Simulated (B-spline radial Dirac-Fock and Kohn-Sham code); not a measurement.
**Bi 4d3/2: cross section and angular parameters**

System: the free bismuth atom in the configuration [Xe] 4f14 5d10 6s2 6p3; threshold 464.0 eV (tabulated edge). Calculated with a B-spline atomic structure program, using Dirac-Hartree-Slater photoionisation with a Latter tail; cross sections with all multipoles, angular parameters from the dipole term and its interference with E2.

```
hν (eV)  σ (kb)      β      γ       δ
    505     171  0.322  0.090  -0.008
    653       ?      ?      ?       ?
    800     228  0.084  0.089   0.137
 1253.6     158  0.833  0.114   0.019
 2984.4    33.1  1.351  0.031   0.031
   4000    16.6  1.393  0.234   0.050
   4700    11.0  1.397  0.389   0.061
   4910    9.85  1.396  0.436   0.064
 5414.7    7.59  1.392  0.547   0.072
   5660    6.74  1.388  0.600   0.076
   5880    6.07  1.384  0.646   0.079
   6000    5.74  1.382  0.672   0.081
   8160    2.39  1.332  1.084   0.111
   8640    2.01  1.319  1.166   0.118
 9251.7    1.64  1.303  1.266   0.127
  11700   0.794  1.237  1.614   0.162
  13700   0.480  1.185  1.848   0.191
```

Q: Give the values at 653 eV.

A: σ = 223 kb, β = -0.446, γ = -0.145, δ = 0.171.
